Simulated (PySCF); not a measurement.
Zn(SeH)(GeH3) (GeH4SeZn), SMILES [Zn]([SeH])[GeH3]. Heavy atoms are numbered as in [Zn:1]([SeH:2])[GeH3:4]. Hydrogens are named by the atom that carries them.

Geometry optimised at B3LYP-D3(BJ)/def2-SVP. The structure was generated by enumeration; whether it is a known compound was not checked. One conformer was computed; it need not be the lowest.

Computed with PBE/pcSseg-1 (PySCF).

GIAO shieldings, no solvent; atoms alike by connectivity are averaged. δ = σ(ref) − σ: ⁷⁷Se against Me2Se (σ = 1634.8 ppm); ¹H against TMS (σ = 31.49 ppm); ⁷³Ge against GeH4 (σ = 1614.4 ppm), references at their B3LYP-D3(BJ)/def2-TZVP geometries, non-relativistic.

```json
[
 {"atoms": "Se2 (SeH)", "nucleus": "⁷⁷Se", "count": "1", "δ (ppm)": "-448.6"},
 {"atoms": "H on Ge4", "nucleus": "¹H", "count": "3", "δ (ppm)": "[?]"},
 {"atoms": "H on Se2", "nucleus": "¹H", "count": "1", "δ (ppm)": "0.23"},
 {"atoms": "Ge4 (GeH3)", "nucleus": "⁷³Ge", "count": "1", "δ (ppm)": "[?]"}
]
```

Task: What belongs in the gaps? (An estimate is asked for; the answer gives what the named calculation found.)

Result: 
- H on Ge4, δ (ppm): 3.69
- Ge4 (GeH3), δ (ppm): -74.8
